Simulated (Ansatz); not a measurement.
`CC(C)CCl` + `O[SiH](F)F` → `CC(C)O[SiH](F)F` + `CCl`  (substitution at a C–C bond)

Gas-phase electronic energies from Ansatz, PBE0-D4/def2-TZVP geometries. CBS: MP2 limit from def2 TZ/QZ plus the TZ coupled-cluster correction, frozen cores. This one scheme is used for every species. Functionals use def2-TZVPP. B3LYP here is the variant with VWN-RPA as its local correlation; programs differ in this. Each species was taken in one conformer, which may not be the lowest.

```tsv
level	ΔE (kJ/mol)	difference from CCSD(T)/CBS
PBE-D4	42.5	-5.4
r2SCAN-D4	41.4	-6.5
PBE0-D4	43.9	-4.0
B3LYP-D4	35.9	-12.0
ωB97X-V	40.0	-7.9
ωB97M-V	43.3	-4.6
B2PLYP	41.6	-6.3
PBE	42.3	-5.6
r2SCAN	41.6	-6.3
PBE0	44.0	-3.9
B3LYP	35.3	-12.6
HF/def2-TZVPP	29.8	-18.1
MP2/def2-TZVPP	55.6	7.7
SCS-MP2/def2-TZVPP	48.3	0.4
CCSD/def2-TZVPP	45.2	-2.7
CCSD(T)/def2-TZVPP	47.0	-0.9
HF/def2-QZVPP	28.9	-19.0
MP2/def2-QZVPP	55.8	7.9
SCS-MP2/def2-QZVPP	48.6	0.7
HF/CBS(def2)	28.8	-19.1
MP2/CBS(def2)	56.5	8.6
CCSD/CBS(def2)	46.1	-1.8
CCSD(T)/CBS	47.9	0
```

Largest T1 diagnostic among the species: 0.011.

In def2-TZVPP, CCSD(T) changes the Hartree–Fock value by +17.2 kJ/mol (the triples alone add +1.8 kJ/mol) and MP2 by +25.8 kJ/mol.
